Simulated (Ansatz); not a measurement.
System: C₄H₈, net charge 0, singlet state. 
Coordinates optimised at B3LYP-D3(BJ)/def2-TZVP (Ansatz, a program for electronic structure):
```xyz
12

C     -1.9511     0.1325    -0.0440
C     -0.5069     0.2933     0.3131
C      0.5069    -0.2933    -0.3131
C      1.9511    -0.1325     0.0440
H     -2.0781    -0.5365    -0.8965
H     -2.4059     1.0950    -0.2963
H     -2.5235    -0.2738     0.7952
H     -0.2899     0.9466     1.1559
H      0.2899    -0.9466    -1.1559
H      2.0781     0.5365     0.8965
H      2.5235     0.2738    -0.7952
H      2.4059    -1.0950     0.2963
```
Charge 0, spin multiplicity 1.

Basis-set convergence of Hartree-Fock and MP2 correlation energies (hartree) with Ansatz. Cores are frozen in the correlated levels unless marked. Spin-orbit coupling is left out. No relativistic terms.

| basis | functions | E(HF) | E(corr, MP2) |
|---|---|---|---|
| cc-pVDZ | 96 | -156.12372 | -0.56015 |
| cc-pVTZ | 232 | ___ | ___ |

Fill in the missing entries.


- cc-pVTZ, E(HF): -156.16781
- cc-pVTZ, E(corr, MP2): -0.68388
